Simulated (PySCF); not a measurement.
Species: C6H8FNO.
Numbering: `[CH2:1]=[CH:2][N:3]([CH3:4])[C:5](=[O:6])/[CH:7]=[CH:8]\[F:9]` (hydrogens: H10, H11 on C1; H12 on C2; H13, H14, H15 on C4; H16 on C7; H17 on C8)

Structure used (GFN2-xTB), in Å, numbered top down from 1:
```xyz
17
C6H8FNO angstrom
C     -1.8586    0.0970   -1.3933
C     -0.6249    0.1921   -0.9163
N     -0.2890    0.3791    0.4166
C     -1.3423    0.6878    1.3609
C      0.9926    0.3475    0.8817
O      1.2867    0.6659    2.0179
C      2.0651   -0.1289   -0.0434
C      2.1133   -1.3344   -0.5853
F      1.1039   -2.2102   -0.4947
H     -2.0167   -0.0256   -2.4486
H     -2.7380    0.1235   -0.7771
H      0.2221    0.1530   -1.5854
H     -1.9315    1.5328    1.0035
H     -1.9921   -0.1774    1.4993
H     -0.8749    0.9426    2.3104
H      2.9343    0.5059   -0.1077
H      2.9430   -1.7387   -1.1483
```

Computed, not measured: TDDFT CAM-B3LYP/def2-SVPD, vertical, gas phase, core orbitals frozen in the response in PySCF.

Computed states:

```tsv
state	E (eV)	f
S1	5.20	0.037
S2	5.48	0.184
S3	6.34	0.163
S4	6.55	0.190
S5	6.71	0.118
S6	7.14	0.019
S7	7.17	0.140
S8	7.39	0.0017
```

Broadening: Gaussians 0.3 eV wide at half height, area fixed by f = 4.319×10⁻⁹ ∫ε dν̃. The width is an assumption, not a result. The curve ends short of the highest state used, and states not computed would add to its high-energy end.

(1) What does the envelope look like, and where are its maxima?

(2) On this curve, what absorbance would a 10⁻⁴ mol/L sample give at 254 nm over a 1 cm path?

(3) Coming from long wavelengths, where does ε first pass 100 L mol⁻¹ cm⁻¹?

## Answers

(1) 
```
E (eV)  ε (L mol⁻¹ cm⁻¹)
  4.75                 7
  4.84                64
  4.93               365
  5.02              1286
  5.10              2706
  5.19              4691
  5.28              7812
  5.37             13060
  5.46             16813
  5.55             14041
  5.64              7227
  5.73              2266
  5.81               534
  5.90               100
  5.99               325
  6.08              1773
  6.17              6058
  6.26             13161
  6.35             19727
  6.44             23717
  6.53             25751
  6.61             24848
  6.70             19581
  6.79             11875
```

Maxima: 227 nm (5.47 eV), ε about 17000, made up of S2 (98%); 189 nm (6.55 eV), ε about 26000, made up of S3 (15%), S4 (66%) and S5 (19%) (ε in L mol⁻¹ cm⁻¹; maxima over ε = 5, shares over 10%).

(2) 254 nm is 4.881 eV, where ε is about 150 L mol⁻¹ cm⁻¹, so A = ε c l ≈ 0.015 (Beer–Lambert, with the gas-phase spectrum and the assumed width).

(3) At about 255 nm (4.86 eV), 0.34 eV below S1.

One conformer stands for the species.
